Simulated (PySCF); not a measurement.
PySCF input file for Ge(F)(Cl)2(NH2) (Cl2FGeH2N), SMILES [Ge]([Cl])([Cl])([NH2])[F], IEF-PCM-PBE0/def2-SVP. Coordinates come from a B3LYP-D3(BJ)/def2-SVP optimisation. The structure was generated by enumeration, and PubChem lists no compound with its InChIKey, so it may never have been made. Other conformers were not sampled.

```python
import numpy as np
from pyscf import gto, scf, dft
from pyscf.solvent import pcm

mol = gto.M(
    atom='''
    N     1.94183077   -0.30685503    0.35881981
    Ge    0.15736934   -0.09464480    0.20558485
    F    -0.59478165   -0.55419964    1.69351897
    Cl   -0.26560544    1.97484723   -0.14947287
    Cl   -0.79589637   -1.32445050   -1.28317005
    H     2.28485493   -1.25356979    0.20720551
    H     2.48507628    0.36124114   -0.18440087
    ''',
    basis='def2-SVP',
    charge=0,
    spin=0,
    max_memory=1600,
    verbose=3,
)
mf = dft.RKS(mol, xc='pbe0').density_fit(auxbasis='def2-universal-jkfit')
mf.grids.level = 3
mf.conv_tol = 1e-9
mf.max_cycle = 100
mf.kernel()
res = {}
for name, eps in {'water': 78.355, 'methanol': 32.613, 'toluene': 2.3741}.items():
    s = mf.PCM()
    s.with_solvent.method, s.with_solvent.eps, s.with_solvent.lebedev_order = 'IEF-PCM', eps, 29
    s.kernel(mf.make_rdm1())
    res[name] = (s.e_tot, eps, s.dip_moment(), s.mo_energy, s.converged)
    print(f'{name}: electrostatic solvation free energy {(s.e_tot - mf.e_tot) * 627.509474:.3f} kcal/mol')
```

Log of the run:

```
converged SCF energy = -3151.95455035947

WARN: PCM is an experimental feature. It is still in testing.
Features and APIs may be changed in the future.

converged SCF energy = -3151.96437262746
Dipole moment(X, Y, Z, Debye):  3.41395, -0.47464, -1.71878
water: electrostatic solvation free energy -6.164 kcal/mol

WARN: PCM is an experimental feature. It is still in testing.
Features and APIs may be changed in the future.

converged SCF energy = -3151.96407930681
Dipole moment(X, Y, Z, Debye):  3.39409, -0.47106, -1.70862
methanol: electrostatic solvation free energy -5.980 kcal/mol

WARN: PCM is an experimental feature. It is still in testing.
Features and APIs may be changed in the future.

converged SCF energy = -3151.95909322164
Dipole moment(X, Y, Z, Debye):  3.05476, -0.41377, -1.55714
toluene: electrostatic solvation free energy -2.851 kcal/mol
```

Self-consistency was reached.
